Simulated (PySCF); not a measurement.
## Electronic structure of In (indium, neutral) at the UHF level

Configuration: [Kr] 4d10 5s2 5p1, 2P determinant. All numbers are calculated (PySCF 2.14, scalar relativity through the core potential, in cc-pVDZ-PP with ECP28MDF (4s3p2d, 23 functions)).

| Item | Value |
| --- | --- |
| Total energy | -189.204910 hartree |
| One-electron energy | -334.8498 hartree |
| Hartree (Coulomb) energy | 161.4642 hartree |
| Exchange energy | -15.8193 hartree |
| ⟨S²⟩ | 0.7607 |
| ⟨L²⟩ | 2.030 |
| Sum of ⟨r⟩ | 28.31 bohr |
| Sum of ⟨r²⟩ | 56.76 bohr² |
| Traceless quadrupole moment −½Σ⟨3z² − r²⟩ along its main axis | -6.42 e·bohr² |
| Time after the integrals | 0.11 s of wall time on 1 thread of Neoverse-N1 (shared host) |

```csv
shell,electrons,mean orbital energy (eV),spread (eV),"rms radius, mean of both spins (bohr)"
4s α,1,-146.19,0,0.912
4s β,1,-146.15,0,0.912
4p α,3,-98.641,0.122,0.995
4p β,3,-98.599,0.331,0.995
4d α,5,-27.459,0.267,1.27
4d β,5,-27.399,0.404,1.27
5s α,1,-11.523,0,2.93
5s β,1,-10.013,0,2.93
5p α,1,-5.440,0,3.97
```

Energies and moments cover only the electrons outside the core potential.
